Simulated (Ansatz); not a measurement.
The same ligand exchange along the group B, Al, Ga, In.

Isolated molecules relaxed with PBE0-D4/def2-TZVP in Ansatz; ΔE leaves out vibrations. CBS: MP2 limit from def2 TZ/QZ plus the TZ coupled-cluster correction, frozen cores. This one scheme is used for every species. DFT in def2-TZVPP. B3LYP here is the variant with VWN-RPA as its local correlation; programs differ in this. Elements past krypton have def2 core potentials. For Ga, In outer-core shells are correlated without core-valence functions, which leaves a few kJ/mol of doubt a bond. Scalar relativity is left out up to krypton. One conformer a species, not always the lowest.

```tsv
reaction	B3LYP-D4 (kcal/mol)	CCSD(T)/CBS(def2) (kcal/mol)
`OB(S)Cl` + HCl → `SB(Cl)Cl` + H₂O	11.8	10.5
`[OH][Al]([SH])[Cl]` + HCl → `[SH][Al]([Cl])[Cl]` + H₂O	-4.9	-6.1
`[OH][Ga]([SH])[Cl]` + HCl → `[SH][Ga]([Cl])[Cl]` + H₂O	-13.5	-13.6
`[OH][In]([SH])[Cl]` + HCl → `[SH][In]([Cl])[Cl]` + H₂O	-20.3	-20.2
```

Largest T1 diagnostic: 0.015, for `[OH][In]([SH])[Cl]`.
